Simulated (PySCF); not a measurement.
## Which element holds H most strongly?

r²SCAN in PySCF with def2-TZVPPD on every atom (core potentials on Mo, Sn, Sb), for the lowest determinant that a PBE0 search found; no spin–orbit coupling. D0 is De less the harmonic zero-point energy.

| M | state (unpaired electrons) | Re (Å) | ωe (cm⁻¹) | D0(MH) (eV) |
| --- | --- | --- | --- | --- |
| Cu | singlet (closed shell) | 1.459 | 1974 | 2.70 |
| Mo | sextet (σ ↑, π ↑↑, δ ↑↑) | 1.715 | 1774 | 2.31 |
| Sb | triplet (π ↑↑) | 1.716 | 1924 | 2.54 |
| B | singlet (closed shell) | 1.241 | 2304 | 3.30 |
| C | doublet (π ↑) | 1.126 | 2813 | 3.35 |
| P | triplet (π ↑↑) | 1.426 | 2365 | 3.13 |
| Sn | doublet (π ↑) | 1.777 | 1706 | 2.57 |

Question: Order the elements by D0 and give the energy of CuH + B → BH + Cu.

Answer: C > B > P > Cu > Sn > Sb > Mo; ΔE = 2.70 − 3.30 = -0.60 eV at r²SCAN/def2-TZVPPD. Close neighbours can swap at other levels.

The metal atom is held in its measured ground configuration; semilocal functionals can put another filling of s and d lower by some tenths of an eV, and De to that atom would be smaller. Spin–orbit coupling is left out, which matters for elements this heavy, above all for dissociation energies. States were picked by a PBE0 search and need not be the measured ground states.
